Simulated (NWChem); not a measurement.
The numbers come from NWChem runs, not from measurements. System: C2H4I, charge 1, spin multiplicity 1, at the geometry of a parent with another charge or spin, in a state set for the comparison that need not be this species' ground state. Level: B2PLYP/def2-SVPD with def2 effective core potentials on I, 6 core orbitals frozen.

Job file:

```
start mol
memory heap 200 mb stack 900 mb global 1100 mb
charge 1
geometry units angstroms nocenter noautoz noautosym
  C     -2.409669     0.253318     0.595535
  C     -1.056417     0.851075     0.601592
  I      0.566494    -0.166782    -0.183124
  H     -3.075314     0.828196     1.259321
  H     -2.867605     0.258636    -0.413210
  H     -2.401702    -0.794217     0.936586
  H     -0.883043     1.920489     0.740114
end
basis spherical
  * library def2-svpd
end
ecp
  I library def2-ecp
end
dft
  xc hfexch 0.53 becke88 0.47 lyp 0.73 mp2 0.27
  dftmp2
  semidirect memsize 60000000 filesize 0
  iterations 100
end
mp2
  freeze core 6
end
task dft energy
```

Part of the output:

```
             Northwest Computational Chemistry Package (NWChem) 7.3.0
             --------------------------------------------------------

                                NWChem Input Module
                                -------------------

 Scaling coordinates for geometry "geometry" by  1.889725989
 (inverse scale =  0.529177249)

                             Geometry "geometry" -> ""
                             -------------------------

 Output coordinates in angstroms (scale by  1.889725989 to convert to a.u.)

  No.       Tag          Charge          X              Y              Z
 ---- ---------------- ---------- -------------- -------------- --------------
    1 C                    6.0000    -2.40966900     0.25331800     0.59553500
    2 C                    6.0000    -1.05641700     0.85107500     0.60159200
    3 I                   53.0000     0.56649400    -0.16678200    -0.18312400
    4 H                    1.0000    -3.07531400     0.82819600     1.25932100
    5 H                    1.0000    -2.86760500     0.25863600    -0.41321000
    6 H                    1.0000    -2.40170200    -0.79421700     0.93658600
    7 H                    1.0000    -0.88304300     1.92048900     0.74011400

 Effective nuclear repulsion energy (a.u.)     201.2742374486

            Nuclear Dipole moment (a.u.)
            ----------------------------
        X                 Y               Z
 ---------------- ---------------- ----------------
     0.0000037795     0.0000302356     0.0000018897


 Summary of "ao basis" -> "" (spherical)
 ------------------------------------------------------------------------------
       Tag                 Description            Shells   Functions and Types
 ---------------- ------------------------------  ------  ---------------------
 *                         def2-svpd                  on all atoms

 Summary of "ao basis" -> "ao basis" (spherical)
 ------------------------------------------------------------------------------
       Tag                 Description            Shells   Functions and Types
 ---------------- ------------------------------  ------  ---------------------
[...]
         120.335333277769         115.827061088156         152.799022054743
         115.827061088156         575.548027632148         -47.224409021983
         152.799022054743         -47.224409021983         583.021596694072

     Multipole analysis of the density
     ---------------------------------

     L   x y z        total         alpha         beta         nuclear
     -   - - -        -----         -----         ----         -------
     0   0 0 0      1.000000    -20.000000    -20.000000     41.000000

     1   1 0 0     -1.589633     14.192439     14.192439    -29.974512
     1   0 1 0      0.693519     -4.065668     -4.065668      8.824854
     1   0 0 1      0.498559     -4.595480     -4.595480      9.689519

     2   2 0 0    -15.947280   -139.722108   -139.722108    263.496936
     2   1 1 0     -3.416563     24.174920     24.174920    -51.766403
     2   1 0 1     -3.304446     35.143575     35.143575    -73.591597
     2   0 2 0    -24.206487    -30.848220    -30.848220     37.489953
     2   0 1 1      1.732026    -10.479838    -10.479838     22.691701
     2   0 0 2    -25.412007    -27.560566    -27.560566     29.709124

                   NWChem MP2 Semi-direct Energy/Gradient Module
                   ---------------------------------------------

  Basis functions       =    107
  Molecular orbitals    =    107
  Frozen core           =      6
  Frozen virtuals       =      0
  Active alpha occupied =     14
  Active beta occupied  =     14
  Active alpha virtual  =     87
  Active beta virtual   =     87
  Use MO symmetry       = F
  Use skeleton AO sym   = F

  AO/Fock/Back tols     =   1.0D-09  1.0D-09  1.0D-09

 GA uses MA = F    GA memory limited = T

 Available:
  local mem=  4.43D+07
 global mem=  1.44D+08
 local disk=  0.00D+00
  mp2_memr nvloc                    87
  nvloc new                    87
   1 passes of  14:        3145728                      54414                  23781858.
   1 passes of  14: M     44316695           G      144156302           F      41170967.

 Semi-direct pass number   1 of   1  for RHF alpha+beta  at        6.3s
  vrange nnbf                  5738
  mp2_eaftype                    90  avail_ma_in_mb                   386
 EAF : mp2_eaftype filesize          90   11890929.
  mp2_eaf for mointskh                     90
Node 0 wrote     55.9 Mb in      0.0 s     Agg I/O rate:  5031.7 Mb/s
 Done moints_semi at        8.9s
  mp2_eaftype                    90  avail_ma_in_mb                   386
 EAF : mp2_eaftype filesize          90   11890929.
  mp2_eaf for kh                    90
 Done maket at        9.0s
 Done multipass loop at        9.0s

          -------------------------------------------
          DFT energy                    -375.407037898049
          Unscaled MP2 energy             -0.513370554478
          Total DFT+MP2 energy          -375.545647947758
          -------------------------------------------

 -----------------------
 Performance information
 -----------------------

 Timer overhead =  1.52D-07 seconds/call

               Nr. of calls         CPU time (s)                 Wall time (s)                GFlops
             ---------------    -------------------     ------------------------------   -------------------
Name         Min   Avg   Max    Min     Avg     Max     Min     Avg     Max   Mx/calls   Min     Max     Sum
mp2: moin     1     1     1    2.6     2.6     2.6      2.6     2.6     2.6     2.6      0.0     0.0     0.0
mp2: make     1     1     1   0.17    0.17    0.17     0.17    0.17    0.17    0.17      0.0     0.0     0.0
mp2: tota     1     1     1    2.8     2.8     2.8      2.8     2.8     2.8     2.8      0.0     0.0     0.0

 The average no. of pstat calls per process was 3.00D+00
 with a timing overhead of 4.57D-07s

 Task  times  cpu:        9.0s     wall:        9.0s

 Total times  cpu:        9.0s     wall:        9.0s
```
